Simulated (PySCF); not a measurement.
**A search over the determinants of KRb⁺**

Unrestricted PBE0; K def2-SVP, Rb def2-SVP with ECP28; scalar-relativistic core potentials (PySCF 2.14). Outer shells of the fragments: K 4s1; Rb+ closed shells only.

Followed along the bond (rough minima from three points):

```tsv
2Ms+1	unpaired	⟨S²⟩ at the start	R at minimum (Å)	Te (eV)
2	σ ↑	0.75	4.80	0.00
```

Solutions found at the starting distance of 4.105 Å, counted from the lowest of them; the search is not exhaustive and high or unbound solutions are not listed, so other states can lie among these:

| 2Ms+1 | unpaired | term | E (eV) | ⟨S²⟩ | ⟨Lz²⟩ | μ (D) |
| --- | --- | --- | --- | --- | --- | --- |
| 2 | σ ↑ | ²Σ⁺ | 0.00 | 0.75 | 0.00 | -3.16 |
| 2 | π ↑ | ²Π | 2.00 | 0.75 | 1.00 | -1.29 |
| 2 | δ ↑ | ²Δ | 3.74 | 0.75 | 4.00 | -11.15 |

A term symbol is given only where ⟨S²⟩ and ⟨Lz²⟩ are close to those of a pure state; real π, δ and φ orbitals otherwise mix terms. A positive dipole points towards Rb; it is taken about the centre of mass and depends on that origin.

Spin–orbit coupling is left out. Counting both spins, an empty level lies below a filled one in some of these solutions, because spin and occupation are held.
